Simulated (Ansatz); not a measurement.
`N=C(N)BO` at its PBE0-D4/def2-TZVP geometry, where that method's forces vanish. Total charge 0; spin multiplicity 1.

```
atom   x (Å)   y (Å)   z (Å)
  N1  -0.675  -0.843   1.491
  C2  -0.303  -0.117   0.502
  N3  -0.814   1.100   0.143
  B4   0.879  -0.671  -0.382
  O5   1.210   0.045  -1.483
  H6  -1.454  -0.419   2.002
  H7  -0.551   1.490  -0.744
  H8  -1.668   1.434   0.557
  H9   1.446  -1.683  -0.095
 H10   1.930  -0.336  -1.991
```

**Question.** For each bond, give half the difference of the two atoms' forces along it (eV/Å; positive pushes the atoms apart) under PBE-D4, r2SCAN-D4, B3LYP-D4, ωB97M-V in def2-TZVPP. (An estimate is asked.)

**Answer.** Ansatz gave: 
```tsv
bond	length (Å)	PBE-D4	r2SCAN-D4	B3LYP-D4	ωB97M-V
N1–C2	1.283	0.68	0.33	0.13	-0.10
N1–H6	1.024	0.21	-0.01	-0.06	-0.04
C2–N3	1.368	0.00	0.10	0.21	0.27
C2–B4	1.577	-0.35	-0.19	-0.14	0.00
N3–H7	1.005	0.16	-0.04	-0.06	-0.08
N3–H8	1.006	0.19	0.00	-0.06	-0.10
B4–O5	1.355	0.36	0.20	0.16	0.17
B4–H9	1.195	-0.02	-0.08	-0.16	-0.21
O5–H10	0.960	0.35	0.00	-0.03	-0.08
```

B3LYP here is the variant with VWN-RPA as its local correlation; programs differ in this.
